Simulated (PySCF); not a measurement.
A structure optimised at PBE0-D3(BJ)/def2-SVP, used in a PySCF frequency run:

```
Se
Cl 1 2.1657
Cl 1 2.1657 2 102.42
Cl 1 2.3273 2 91.00 3 -91.24
Cl 1 2.3273 2 91.00 4 -177.52
```

Q: Write its SMILES, formula and point group.

A: Cl[Se](Cl)(Cl)Cl, Cl4Se, C2v

Q: What are its rotational constants (standard atomic weights)?

A: 1.7142, 1.0606, 0.86278 GHz
